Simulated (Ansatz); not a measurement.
Computed with Ansatz on PBE0-D4/def2-TZVP structures; ΔE is electronic, products minus reactants. CCSD(T)/CBS adds triple-zeta CCSD(T) − MP2 to the extrapolated MP2 energy (def2 sets, frozen cores). Functionals use def2-TZVPP. B3LYP here is the variant with VWN-RPA as its local correlation; programs differ in this. Each species was taken in one conformer, which may not be the lowest.

Reaction (formal exchange of groups at a C–Si bond): `C=C[Si](N)(N)O` + `CC[SiH3]` → `C=CCC[SiH3]` + `N[SiH](N)O`

| level | ΔE (kJ/mol) | difference from CCSD(T)/CBS |
| --- | --- | --- |
| PBE-D4 | 37.0 | 0.8 |
| r2SCAN-D4 | 39.2 | 3.0 |
| PBE0-D4 | 36.7 | 0.5 |
| B3LYP-D4 | 38.4 | 2.2 |
| ωB97X-V | 35.7 | -0.5 |
| ωB97M-V | 37.9 | 1.7 |
| B2PLYP | 37.2 | 1.0 |
| PBE | 36.4 | 0.2 |
| r2SCAN | 39.1 | 2.9 |
| PBE0 | 36.3 | 0.1 |
| B3LYP | 37.4 | 1.2 |
| HF/def2-TZVPP | 35.8 | -0.4 |
| MP2/def2-TZVPP | 35.3 | -0.9 |
| SCS-MP2/def2-TZVPP | 34.5 | -1.7 |
| CCSD/def2-TZVPP | 36.4 | 0.2 |
| CCSD(T)/def2-TZVPP | 36.6 | 0.4 |
| HF/def2-QZVPP | 35.4 | -0.8 |
| MP2/def2-QZVPP | 35.0 | -1.2 |
| SCS-MP2/def2-QZVPP | 34.3 | -1.9 |
| HF/CBS(def2) | 35.4 | -0.8 |
| MP2/CBS(def2) | 34.9 | -1.3 |
| CCSD/CBS(def2) | 35.9 | -0.3 |
| CCSD(T)/CBS | 36.2 | 0 |

Largest T1 diagnostic among the species: 0.011.
